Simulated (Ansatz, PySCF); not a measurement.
Spin states of Cl3Nb (SMILES [Cl][Nb]([Cl])[Cl]), each relaxed with B3LYP-D3(BJ)/def2-TZVP.
State 1 (charge 0, multiplicity 3):
```xyz
4

Nb     0.071     0.000    -0.038
Cl     2.224    -0.419    -0.662
Cl    -0.948    -0.841     1.843
Cl    -1.405     1.327    -1.199
```
State 2 (charge 0, multiplicity 1):
```xyz
4

Nb    -0.014     0.017    -0.014
Cl     2.117    -0.401    -0.627
Cl    -0.846    -0.900     1.873
Cl    -1.315     1.351    -1.288
```

Singlets are restricted, other states unrestricted; no spin–orbit coupling, no relativity up to Kr; see below for the cores. The largest T1 diagnostic is 0.025.

Correlated levels freeze the inner cores; with def2 sets outer-core shells near the valence are correlated too.

Programs: Ansatz (Gaussian orbitals); PySCF for the dispersion terms. Each number belongs to the level named beside it. In def2 rows elements past Kr take small-core potentials, without spin–orbit coupling.

```json
[
 {"level": "PBE/def2-TZVPP", "energy of the multiplicity-1 state less that of the multiplicity-3 state (kcal/mol)": "9.26"},
 {"level": "BLYP/def2-TZVPP", "energy of the multiplicity-1 state less that of the multiplicity-3 state (kcal/mol)": "6.15"},
 {"level": "BLYP-D3(BJ)/def2-TZVPP", "energy of the multiplicity-1 state less that of the multiplicity-3 state (kcal/mol)": "6.04"},
 {"level": "r2SCANh/def2-TZVPP", "energy of the multiplicity-1 state less that of the multiplicity-3 state (kcal/mol)": "14.14"},
 {"level": "B3LYP-D4/def2-TZVPP", "energy of the multiplicity-1 state less that of the multiplicity-3 state (kcal/mol)": "8.17"},
 {"level": "PBE0/def2-TZVPP", "energy of the multiplicity-1 state less that of the multiplicity-3 state (kcal/mol)": "12.35"},
 {"level": "BHLYP-D4/def2-TZVPP", "energy of the multiplicity-1 state less that of the multiplicity-3 state (kcal/mol)": "[?]"},
 {"level": "wB97X-V/def2-TZVPP", "energy of the multiplicity-1 state less that of the multiplicity-3 state (kcal/mol)": "[?]"},
 {"level": "CCSD/def2-TZVPP", "energy of the multiplicity-1 state less that of the multiplicity-3 state (kcal/mol)": "9.42"}
]
```

Question: Some entries are withheld; supply them.

Answer: 
- BHLYP-D4/def2-TZVPP, energy of the multiplicity-1 state less that of the multiplicity-3 state (kcal/mol): 11.35
- wB97X-V/def2-TZVPP, energy of the multiplicity-1 state less that of the multiplicity-3 state (kcal/mol): 7.00

Doubts at one or more of the structures used: a restricted determinant that unrestricted orbitals would lower (CCSD/def2-TZVPP).

Ansatz is a quantum-chemistry and plane-wave program.
